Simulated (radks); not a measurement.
The mean radii <r> (bohr) of the occupied orbitals of an atom or ion are listed with their occupations. All-electron calculation, Dirac Kohn-Sham, exchange-only LDA, spin-unpolarised, spherical densities, finite nucleus; Fermi nuclear charge, rms radius of each element as measured or else 0.836 A^(1/3) + 0.57 fm. Program: a radial shooting solver on a logarithmic mesh with Libxc functionals.

| orbital | occ. | <r> |
|---|---|---|
| 1s1/2 | 2 | 0.03266 |
| 2s1/2 | 2 | 0.1417 |
| 2p1/2 | 2 | 0.1204 |
| 2p3/2 | 4 | 0.1252 |
| 3s1/2 | 2 | 0.3912 |
| 3p1/2 | 2 | 0.3836 |
| 3p3/2 | 4 | 0.3944 |
| 3d3/2 | 4 | 0.3687 |
| 3d5/2 | 6 | 0.3722 |
| 4s1/2 | 2 | 0.9802 |
| 4p1/2 | 2 | 1.061 |
| 4p3/2 | 4 | 1.093 |
| 4d3/2 | 3.2 | 1.549 |
| 4d5/2 | 4.8 | 1.572 |

Name the element and its charge. Open shells, if any, are shared by 2j + 1.

Answer. Z = 45, rhodium, charge +1: Rh+ in [Kr] 4d8. The 1s radius gives Z: for a bare nucleus <r> = (2 gamma + 1)/(2Z) with gamma = sqrt(1 - (Z/c)^2), 0.0321 bohr for Z = 45, and screening makes it slightly larger (0.03266 here). The occupations add up to 44, and the charge is Z minus that.
